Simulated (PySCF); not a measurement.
Job file and geometry (Å, from PBE0-D3(BJ)/def2-SVP) of a spin–spin coupling run on Ge(vinyl)2H2, C₄H₈Ge, PBE/pcJ-1 Ge:pcSseg-1 indirect spin-spin coupling, non-relativistic, gas phase (PySCF 2.14.0, density-fitted response routines); density fitting, a coarse starting grid and PySCF grid level 2 are the driver's defaults:

```
$ OMP_NUM_THREADS=1 python probes_run.py task.json out

{"job": {"kind": "j", "xc": "PBE", "basis": "pcJ-1"}, "charge": 0, "multiplicity": 1}
Ge    -0.586425    -0.130359    -0.515613
C     -0.777180    -0.102304     1.416559
C     -1.615055     0.714853     2.060988
H     -0.153413    -0.788837     2.003210
H     -2.258059     1.423426     1.526144
H     -1.700731     0.716449     3.153847
C      1.253622     0.219933    -1.027129
C      2.005803    -0.653748    -1.702365
H      1.694746     1.180619    -0.731984
H      1.616888    -1.627840    -2.021060
H      3.046444    -0.439098    -1.971167
H     -1.530961     0.949078    -1.084894
H     -0.965047    -1.514282    -1.084336
```

Task: Write the output of this run.

Result: 
```
coarse grid: 47912 points
cycle   1  E = -2233.3015447304  dE = -4.632e-01  |g| = 1.201e+00  |ddm| = 3.104e+00
cycle   2  E = -2233.1136140285  dE =  1.879e-01  |g| = 1.543e+00  |ddm| = 1.595e+00
cycle   3  E = -2233.4377969906  dE = -3.242e-01  |g| = 1.647e-01  |ddm| = 1.177e+00
cycle   4  E = -2233.4423938645  dE = -4.597e-03  |g| = 9.949e-02  |ddm| = 2.231e-01
cycle   5  E = -2233.4444611992  dE = -2.067e-03  |g| = 4.251e-02  |ddm| = 9.702e-02
cycle   6  E = -2233.4449982654  dE = -5.371e-04  |g| = 4.106e-03  |ddm| = 3.668e-02
cycle   7  E = -2233.4450011218  dE = -2.856e-06  |g| = 1.555e-03  |ddm| = 5.063e-03
final grid: 100848 points
cycle   8  E = -2233.4450056643  dE =  2.998e-07  |g| = 2.273e-03  |ddm| = 4.314e-03
cycle   9  E = -2233.4450045268  dE =  1.138e-06  |g| = 3.628e-03  |ddm| = 5.368e-03
cycle  10  E = -2233.4450064873  dE = -1.960e-06  |g| = 7.416e-04  |ddm| = 3.077e-03
cycle  11  E = -2233.4450066253  dE = -1.380e-07  |g| = 1.661e-04  |ddm| = 5.946e-04
cycle  12  E = -2233.4450066335  dE = -8.202e-09  |g| = 9.001e-06  |ddm| = 1.649e-04
cycle  13  E = -2233.4450066335  dE = -9.095e-13  |g| = 5.207e-06  |ddm| = 1.035e-05
converged SCF energy = -2233.4450066335

Indirect spin-spin couplings (Hz)
  i      j    bonds     total        FC       PSO       DSO        SD
  1 C    2 C    1     60.921    70.572    -9.853     0.202         -
  1 C    3 H    1    147.456   146.205     0.155     1.097         -
  1 C    4 H    2      1.197     2.790    -1.299    -0.293         -
  1 C    5 H    2     -0.566     1.052    -1.242    -0.376         -
  1 C    6 C    2      2.058     2.240    -0.124    -0.058         -
  1 C    7 C    3      2.195     2.212     0.060    -0.077         -
  1 C    8 H    3     -0.191    -0.138     0.018    -0.071         -
  1 C    9 H    4     -0.638    -0.419     0.056    -0.275         -
  1 C   10 H    4      0.164     0.267     0.165    -0.269         -
  1 C   11 H    2      6.410     6.993    -0.077    -0.506         -
  1 C   12 H    2      5.978     6.520     0.029    -0.571         -
  2 C    3 H    2     -2.604    -0.836    -1.379    -0.389         -
  2 C    4 H    1    153.049   152.070     0.307     0.672         -
  2 C    5 H    1    152.003   151.084     0.325     0.594         -
  2 C    6 C    3      2.334     2.355     0.060    -0.081         -
  2 C    7 C    4      0.161     0.182     0.060    -0.080         -
  2 C   10 H    5      0.408     0.485     0.172    -0.249         -
  2 C   11 H    3      2.903     3.002    -0.146     0.047         -
  2 C   12 H    3      4.522     4.891     0.181    -0.550         -
  3 H    4 H    3     19.994    20.242     2.661    -2.909         -
  3 H    5 H    3     13.177    13.335     0.173    -0.330         -
  3 H    6 C    3     -0.185    -0.145     0.012    -0.052         -
  3 H    9 H    5     -0.201     0.009     0.106    -0.316         -
  3 H   10 H    5     -0.163    -0.029     0.484    -0.619         -
  3 H   11 H    3      6.929     8.870     1.651    -3.592         -
  3 H   12 H    3     -0.796    -0.204     0.430    -1.022         -
  4 H    5 H    2      3.604     3.107     3.600    -3.103         -
  4 H    6 C    4     -0.584    -0.354     0.066    -0.295         -
  4 H    8 H    5     -0.238     0.008     0.154    -0.400         -
  4 H    9 H    6     -0.556     0.038     0.555    -1.149         -
  4 H   10 H    6     -0.265     0.064     0.606    -0.935         -
  4 H   11 H    4      0.862    -0.127    -1.105     2.094         -
  4 H   12 H    4     -2.013    -0.679     0.639    -1.972         -
  5 H    6 C    4      0.294     0.400     0.167    -0.273         -
  5 H    7 C    5      0.396     0.473     0.170    -0.246         -
  5 H    8 H    5     -0.177    -0.027     0.502    -0.652         -
  5 H    9 H    6     -0.261     0.059     0.593    -0.913         -
  5 H   11 H    4     -0.678    -0.525     1.055    -1.208         -
  6 C    7 C    1     60.940    70.591    -9.853     0.202         -
  6 C    8 H    1    147.581   146.330     0.155     1.095         -
  6 C    9 H    2      1.245     2.837    -1.299    -0.293         -
  6 C   10 H    2     -0.585     1.034    -1.243    -0.375         -
  6 C   11 H    2      6.037     6.584     0.025    -0.573         -
  6 C   12 H    2      6.418     7.002    -0.077    -0.507         -
  7 C    8 H    2     -2.575    -0.808    -1.378    -0.390         -
  7 C    9 H    1    153.153   152.175     0.305     0.673         -
  7 C   10 H    1    151.888   150.969     0.325     0.594         -
  7 C   11 H    3      4.842     5.222     0.191    -0.571         -
  7 C   12 H    3      2.932     3.031    -0.147     0.048         -
  8 H    9 H    3     20.012    20.259     2.661    -2.909         -
  8 H   10 H    3     13.173    13.331     0.175    -0.333         -
  8 H   11 H    3     -0.755    -0.213     0.386    -0.928         -
  8 H   12 H    3      6.945     8.886     1.651    -3.591         -
  9 H   10 H    2      3.606     3.109     3.599    -3.101         -
  9 H   11 H    4     -1.951    -0.542     0.682    -2.090         -
  9 H   12 H    4      0.865    -0.127    -1.109     2.101         -
 10 H   11 H    4      0.313     1.057     1.000    -1.744         -
 10 H   12 H    4     -0.672    -0.520     1.056    -1.208         -
 11 H   12 H    2      8.603    11.821     1.020    -4.238         -
```

Size and cost of the density-fitted run: 229 basis functions, 24 s wall time on 1 thread of an Arm Neoverse V2, shared host; peak memory 0.78 GiB.
